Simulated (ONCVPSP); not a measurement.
**Varying the ONCV potential for Pm (Z = 61)**

Base potential:

ONCVPSP 4.0.1 input, shortened (lines: element, Z, core and valence counts, functional; n l f; lmax; l rc ep ncon nbas qcut; lloc lpopt rc5 dvloc0; l nproj debl; icmod fcfact rcfact), LDA (Perdew-Wang 92), scalar-relativistic:

```
  Pm 61.00   10    4  -001012      upf
    1    0    2.00
    2    0    2.00
    2    1    6.00
    3    0    2.00
    3    1    6.00
    3    2   10.00
    4    0    2.00
    4    1    6.00
    4    2   10.00
    4    3    4.00
    5    0    2.00
    5    1    6.00
    5    2    1.00
    6    0    1.50
    2
    0    2.35    0.00    4    9    4.70
    1    2.15    0.00    3    6    6.30
    2    3.80    0.00    4    9    3.40
    4    5    2.10    2.00
    0    3    3.30
    1    1    2.00
    2    1    0.80
    1    0.50    0.00
```

Cutoffs, loose and tight: the cutoffs (Ha) at which the residual kinetic energy of the hardest occupied pseudo-wave falls to 1 and 0.1 mHa per electron. They do not see the model core or the augmentation charge, which bear on the density cutoff. Test errors are all-electron minus pseudo excitation energies from the reference, over the configurations 5s2 5p6 5d1 6s2; 5s2 5p6 5d1 6s1; 5s2 5p6 5d1 6s0; 5s2 5p6 5d1 6s0 6p1. A dash means not determined; rows that change the core or the reference have their own tests.

| change | outcome | cutoff, loose | cutoff, tight | bound ghosts | GHOST(+) flags above zero | largest test error (meV) |
| --- | --- | --- | --- | --- | --- | --- |
| base | generated | 12 Ha | 15 Ha | none | none | +30 |
| s: nbas 7 | generated | 12 Ha | 15 Ha | none | none | +31 |
| reference 5s2 5p6 5d1 6s1 6p1; wave 5p: rc 2.15 bohr, ncon 3, nbas 6, qcut 6.3 1/bohr, 1 projector becomes 5p+6p: rc 2.15 bohr, ncon 3, nbas 6, qcut 6.3 1/bohr, 2 projectors | generated | 12 Ha | 15 Ha | none | none | -24 over the solved tests; 1 of 4 tests not solved or not reliable |
| s: debl 1.25 | generated | 12 Ha | 15 Ha | none | none | +30 |
| local potential polynomial inside 2.10 bohr (lpopt 5, dvloc0 1.5 Ha) | generated | 12 Ha | 15 Ha | none | s | +74 |
| core correction polynomial model core, fcfact 0.16 | generated | 12 Ha | 15 Ha | none | none | +31 |

(1) What comes out with this change to the base: p: nproj 3?

(2) What comes out with this change to the base: d: qcut 2.5?

(3) What comes out with this change to the base: core correction Teter function, fcfact 1.5, rcfact 1.5?

Answers

(1) outcome: generated; cutoff, loose: 12 Ha; cutoff, tight: 15 Ha; bound ghosts: none; GHOST(+) flags above zero: none; largest test error (meV): -28.

(2) outcome: generated; cutoff, loose: 13 Ha; cutoff, tight: 21 Ha; bound ghosts: none; GHOST(+) flags above zero: none; largest test error (meV): -45.

(3) outcome: generated; cutoff, loose: 12 Ha; cutoff, tight: 15 Ha; bound ghosts: none; GHOST(+) flags above zero: none; largest test error (meV): +35.
